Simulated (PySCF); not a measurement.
**NMR data sheet: C₅H₃ClN₂**

```yaml
Formula: C5H3ClN2
SMILES: N#Cc1ccc(Cl)[nH]1
InChI: InChI=1S/C5H3ClN2/c6-5-2-1-4(3-7)8-5/h1-2,8H
Point_group_of_the_computed_structure: Cs
Degrees_of_unsaturation: 5
Carbon_signals: 5
Proton_signals: 3
```

Structure with atom numbers: `[N:1]#[C:2][c:3]1[cH:4][cH:5][c:6]([Cl:7])[nH:8]1`; H(Xn) means a hydrogen on atom n.

Level of theory: structure optimised with GFN2-xTB, NMR shieldings at PBE0/pcSseg-1/GIAO, in PySCF 2.14 (no relativistic terms, one computed conformer, no solvent).

Shifts are taken against calculated references (same method and geometry level): TMS for 1H and 13C; 15N vs NH3.

```tsv
carbon	δC, type	δH (multiplicity)	HMBC from (2–3 bonds)	span of the C tensor (ppm)
C2	117.8, C	–	H(C4)	338
C3	105.0, C	–	H(C4), H(C5)	122
C4	128.7, CH	7.09 (m)	H(C5)	185
C5	114.6, CH	6.35 (m)	H(C4)	151
C6	127.9, C	–	H(C4), H(C5)	108
```

Other nuclei:
```
atoms  nucleus                               environment  δ (ppm)  σ (ppm)
H(N8)       1H  hydrogen on a pyrrole-type ring nitrogen     7.71    24.01
   N1      15N                          nitrile nitrogen    323.6    -55.8
   N8      15N                pyrrole-type ring nitrogen    183.1     84.6
```

Carbon types of the structure: 3 × C, 2 × CH, leaving 1 H on heteroatoms. δC 128.7, 114.6: aromatic CH. δC 127.9: aromatic carbon bearing chlorine. δC 117.8: nitrile carbon; typical of a nitrile. δC 105.0: substituted aromatic carbon next to a ring nitrogen. δH 7.09, 6.35: hydrogen on an aromatic CH; ring-current deshielding.

Exchangeable OH/NH protons stand at their gas-phase positions; hydrogen bonding in a real sample shifts them, mostly to higher δ. Carbons that carry Cl, above all several Cl atoms, come out too deshielded, partly because spin–orbit coupling is missing. Shifts are as computed. Against solution values, carbons near 30 ppm lie about +3 ppm off and those near 130 ppm about +5 ppm; carbons on Cl a further +6 ppm. Of 1211 compounds with measured shifts, 218 miss one by over three times the rms of a fit or turn the order of signals round; such compounds aren't used in these exercises. Experimental scales use liquid or dissolved standards, which lie at an offset from isolated NH3 (liquid NH3: subtract about 20 ppm). Unscaled 15N shifts of sp2 nitrogen come out 20 to 40 ppm too high even then. Multiplicities follow the n + 1 count of equivalent neighbours, as no J values were calculated; m marks all less simple cases, F and P coupling included.
